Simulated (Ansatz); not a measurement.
Basis-set extrapolation for `C[Si@H]1S[C@H]1F` (PBE0-D4/def2-TZVP geometry, frozen core, Ansatz). Multiplicity 1, RHF reference.

```csv
,def2-TZVPP,def2-QZVPP
HF,-864.640449,-864.668444
MP2 correlation,-0.880680,-0.951902
CCSD(T) correlation,-0.962406,not run
```

Energies in hartree. Use E(X) = E(∞) + A·exp(−7.88·√X) for Hartree–Fock and E(X) = E(∞) + B·X^(−2.97) for correlation, with X = 3 and 4, and add CCSD(T) minus MP2 of the smaller set to the MP2 limit.

Q: What is the CCSD(T) energy at the basis-set limit?

A: HF limit: -864.668444 + (-0.027995) × 0.13774 = -864.67230. MP2 limit: -0.951902 + (-0.071222) × 0.74074 = -1.00466. Higher-order term: -0.962406 − (-0.880680) = -0.08173. Total: -865.75869 hartree, 409.1 kJ/mol below CCSD(T)/def2-TZVPP.
